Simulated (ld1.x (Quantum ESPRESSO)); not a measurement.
**copper: excitation energies, all-electron against TM**

Cu (Z = 29), norm-conserving Troullier–Martins (Kleinman–Bylander form), made with ld1.x (Quantum ESPRESSO) 7.5 (PBE, scalar-relativistic). Core [Ar], reference 3d10 4s0.5 4p0.5. Waves: 4s (bound): rc 2.20 bohr; 4p (bound): rc 2.95 bohr; 3d (bound): rc 1.55 bohr. Local part: all-electron potential smoothed inside 2.75 bohr (lloc = -2). Core correction: Bessel-smoothed model core inside 1.40 bohr.

Energies are relative to the spin-unpolarised reference configuration 3d10 4s0.5 4p0.5; without spin polarisation the order of configurations can differ from experiment.

(1) Give the all-electron excitation energy and the error of the potential for: 3d10 4s1 4p0; 3d10 4s0 4p0; 3d9 4s0 4p0; 3d9 4s1 4p1; 3d9 4s2 4p0; 3d10 4s0.5 4p0; 3d10 4s0 4p1.

Levels in the configuration 3d10 4s0 4p1:

| level | all-electron (eV) | pseudo (eV) |
| --- | --- | --- |
| 3d | -7.153 | -7.147 |
| 4p | -1.715 | -1.716 |

Answers

(1)

| valence configuration | charge | ΔE all-electron (eV) | error AE − PS (meV) |
| --- | --- | --- | --- |
| 3d10 4s1 4p0 | 0 | -2.009 | -0.5 |
| 3d10 4s0 4p0 | +1 | 6.139 | -7.0 |
| 3d9 4s0 4p0 | +2 | 27.471 | -276 |
| 3d9 4s1 4p1 | 0 | 4.801 | -269 |
| 3d9 4s2 4p0 | 0 | -0.039 | -264 |
| 3d10 4s0.5 4p0 | +0.5 | 1.153 | -0.7 |
| 3d10 4s0 4p1 | 0 | 2.127 | -0.8 |
